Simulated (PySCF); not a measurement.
2-bromopropane (C₃H₇Br), SMILES CC(C)Br. Atoms are numbered in the order given.

```xyz
11

C      1.5613    -0.1261    -1.2727
C      0.9300     0.4098     0.0000
C      1.5613    -0.1261     1.2727
Br    -1.0185    -0.0252     0.0000
H      1.4981    -1.2245    -1.3110
H      2.6275     0.1585    -1.2990
H      1.0730     0.2810    -2.1692
H      0.9348     1.5083     0.0000
H      1.4981    -1.2245     1.3110
H      2.6275     0.1585     1.2990
H      1.0730     0.2810     2.1692
```

Geometry: B3LYP-D3(BJ)/def2-SVP.

Calculation: PySCF with TDA-ωB97X/def2-SVPD.

Vertical excitations. Gas-phase values at a fixed geometry. State labels are in the subgroup Cs.

```json
[
 {"state": "S1", "symmetry": "A'", "energy (eV)": "6.14", "λ (nm)": "202", "f": "0.000", "main pairs": "HOMO→LUMO 90 %"},
 {"state": "S2", "symmetry": "A\"", "energy (eV)": "6.17", "λ (nm)": "201", "f": "0.000", "main pairs": "HOMO−1→LUMO 90 %"},
 {"state": "S3", "symmetry": "A'", "energy (eV)": "8.06", "λ (nm)": "154", "f": "0.107", "main pairs": "HOMO→LUMO+1 73 %, HOMO→LUMO+4 17 %"},
 {"state": "S4", "symmetry": "A\"", "energy (eV)": "8.06", "λ (nm)": "154", "f": "0.114", "main pairs": "HOMO−1→LUMO+1 74 %, HOMO−1→LUMO+4 17 %"},
 {"state": "S5", "symmetry": "A'", "energy (eV)": "8.71", "λ (nm)": "142", "f": "0.316", "main pairs": "HOMO−2→LUMO 50 %, HOMO→LUMO+2 31 %"},
 {"state": "S6", "symmetry": "A\"", "energy (eV)": "8.93", "λ (nm)": "139", "f": "0.004", "main pairs": "HOMO−1→LUMO+2 82 %"},
 {"state": "S7", "symmetry": "A'", "energy (eV)": "8.97", "λ (nm)": "138", "f": "0.046", "main pairs": "HOMO→LUMO+2 44 %, HOMO−1→LUMO+3 21 %, HOMO−2→LUMO 12 %, HOMO→LUMO+4 8 %"},
 {"state": "S8", "symmetry": "A\"", "energy (eV)": "9.19", "λ (nm)": "135", "f": "0.001", "main pairs": "HOMO→LUMO+3 75 %, HOMO→LUMO+5 16 %"},
 {"state": "S9", "symmetry": "A'", "energy (eV)": "9.22", "λ (nm)": "135", "f": "0.031", "main pairs": "HOMO−4→LUMO 57 %, HOMO−1→LUMO+3 23 %"},
 {"state": "S10", "symmetry": "A\"", "energy (eV)": "9.32", "λ (nm)": "133", "f": "0.007", "main pairs": "HOMO−3→LUMO 84 %"},
 {"state": "T1", "symmetry": "A'", "energy (eV)": "5.48", "λ (nm)": "226", "f": "0", "main pairs": "HOMO→LUMO 87 %"},
 {"state": "T2", "symmetry": "A\"", "energy (eV)": "5.49", "λ (nm)": "226", "f": "0", "main pairs": "HOMO−1→LUMO 87 %"},
 {"state": "T3", "symmetry": "A'", "energy (eV)": "6.93", "λ (nm)": "179", "f": "0", "main pairs": "HOMO−2→LUMO 79 %"},
 {"state": "T4", "symmetry": "A'", "energy (eV)": "7.99", "λ (nm)": "155", "f": "0", "main pairs": "HOMO→LUMO+1 71 %, HOMO→LUMO+4 19 %"}
]
```
Triplets are in the Tamm–Dancoff approximation.
